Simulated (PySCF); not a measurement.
# Relaxation of quartet Mo(OH)₃

These are results of UPBE0/[Mo def2-TZVP with ECP28, O def2-TZVP, H def2-TZVP], scalar-relativistic core potentials, density fitting, no spin–orbit coupling, PySCF, not measurements. A (50,194) grid was used.

A hand-made trigonal planar (heavy-atom frame) start, of C3h symmetry, held to at least that symmetry:

Coordinates in bohr (charge 0 multiplicity 4):
```
Mo    0.0000    0.0000    0.0000
O     3.7983    0.0000    0.0000
O    -1.8992    3.2895    0.0000
O    -1.8992   -3.2895    0.0000
H     4.9645   -1.3897    0.0000
H    -1.2787    4.9942    0.0000
H    -3.6857   -3.6045    0.0000
```

Problem. What does it relax to?

Solution. It ends at C3h with Mo–O 1.895 Å (×3), O–H 0.956 Å (×3); H–O–Mo 133.1° (×3), O–Mo–O 120.0° (×3) (after a last refinement on a finer grid). A frequency run shows 3 imaginary modes, down to 625i cm⁻¹, so it is a higher-order saddle point. Other isomers or separated fragments may lie lower.

Problem. How much energy is released, and in how many steps?

Solution. 44.4 kJ/mol in 7 steps.

Open d and f shells are described by one determinant, and the ground state may have another occupation or spin.

The relaxation took 34 s on 4 threads of a shared Arm Neoverse V1 host, with 151 basis functions and 8 gradients; the process peaked at 1.2 GiB. Launch command: `OMP_NUM_THREADS=4 python axn.py task.json out`.
